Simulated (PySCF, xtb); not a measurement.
TiF₃, SMILES [F][Ti]([F])[F] (connectivity only; charge and spin as stated), neutral, multiplicity 2.

Harmonic wavenumbers (cm⁻¹) from xtb 6.7.1 with GFN2-xTB at its own minimum, in rising order: 153, 164, 164, 544, 671, 671.

Task: What does PBE0-D3(BJ)/def2-SVP run with PySCF give at its own minimum? (Estimate from the structure and the level; the computed values follow.)

Result: 89, 183, 183, 691, 810, 810. Paired by order, the mean absolute difference is 88 cm⁻¹ and the zero-point energies are 3.4 and 4.0 kcal/mol.
